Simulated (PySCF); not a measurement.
**Ionisation energy of Zr(2+) by level of theory**

Zr(2+) [Kr] 4d2 (3F) → Zr(3+) [Kr] 4d1 (2D), as a difference of total energies. All numbers are calculated (PySCF 2.14, scalar relativity by spin-free X2C-1e, in aug-cc-pVTZ-DK). Correlated levels: valence: [Kr] frozen. The calculations carry no spin-orbit coupling.

```csv
method,ionisation energy (eV)
UHF,22.373
MP2 (valence),22.471
SCS-MP2 (valence),22.406
CCSD (valence),22.503
```

A first-order spin-orbit estimate (lowest level to lowest level, LS coupling) adds 0.013 eV.

Errors of the correlated levels include the incompleteness of this basis and the frozen core.

With two correlated electrons CCSD is exact in that space.

Q: Which method comes closest to the reference value, and which is furthest?

A: The reference is 23.170 eV (semi-empirical (NIST evaluation); NIST Atomic Spectra Database, ionization energies). Closest: CCSD (valence) (error -0.654 eV); furthest: UHF (error -0.784 eV), both after the spin-orbit estimate.
